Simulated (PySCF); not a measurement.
C3H11ClSi2, SMILES C[Si](C)(Cl)C[SiH3].

Coordinates come from a PBE0-D3(BJ)/def2-SVP optimisation. The structure was generated by enumeration, and PubChem lists no compound with its InChIKey, so it may never have been made. The values are those of a single conformer.

Two levels are set side by side: TDA-PBE/def2-SVPD (PySCF) and TDA-M06-2X/def2-SVPD (PySCF). Vertical, same geometry. The lowest singlet is HOMO→LUMO 83 %, HOMO−1→LUMO 16 % with PBE and HOMO→LUMO 87 % with the other functional; states are paired by order. Differences are taken from unrounded values.

```json
[
 {"quantity": "lowest singlet excitation (eV)", "TDA-M06-2X": "7.77", "TDA-PBE": "6.66", "TDA-PBE minus TDA-M06-2X": "-1.11"},
 {"quantity": "lowest triplet excitation (TDA) (eV)", "TDA-M06-2X": "7.56", "TDA-PBE": "6.54", "TDA-PBE minus TDA-M06-2X": "-1.01"}
]
```

Functionals without exact exchange tend to place singlet excitations lower, as here. Differences between two approximate levels are no errors against the true value.

Rough cost on one machine, each run with all the roots and properties that it gave: TDA-M06-2X against TDA-PBE about 10 times.
